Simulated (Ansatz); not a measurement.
`C[SiH2]C1C=N1`, relaxed with RKS PBE-D4/def2-SVP in Ansatz from a rough embedded geometry. The force threshold is 0.03 eV/Å; the program also tests the step.

The species carries charge 0 and has multiplicity 1.

Start:

```xyz
12

C    -1.336   -1.228   -0.269
Si    0.133   -0.322   -0.701
C     0.338    1.211    0.330
C     1.600    1.294    1.091
N     0.558    1.045    1.847
H    -1.502   -2.174   -0.876
H    -2.258   -0.660   -0.384
H    -1.313   -1.621    0.790
H     0.055    0.043   -2.179
H     1.327   -1.203   -0.602
H    -0.203    2.098    0.016
H     2.602    1.516    0.937
```

Problem. How much energy does the relaxation release, and in how many steps? (Best estimate.)

Solution. Ansatz gave: 0.54 eV, in 5 steps.

Problem. Which bonds change most? (Estimate.)

Solution. Ansatz gave: C1–Si2 from 1.779 to 1.889 Å; C4–H12 from 1.038 to 1.102 Å; C4–N5 from 1.311 to 1.262 Å; C3–N5 from 1.541 to 1.590 Å.

Problem. Give the relaxed structure. (An estimate is asked.)

Solution. Computed: 
```xyz
12

C    -1.419   -1.284   -0.259
Si    0.143   -0.373   -0.804
C     0.416    1.169    0.261
C     1.604    1.397    1.085
N     0.680    0.939    1.811
H    -1.570   -2.218   -0.838
H    -2.314   -0.644   -0.395
H    -1.343   -1.544    0.816
H     0.027    0.047   -2.248
H     1.350   -1.265   -0.660
H    -0.225    2.051    0.049
H     2.652    1.725    1.183
```
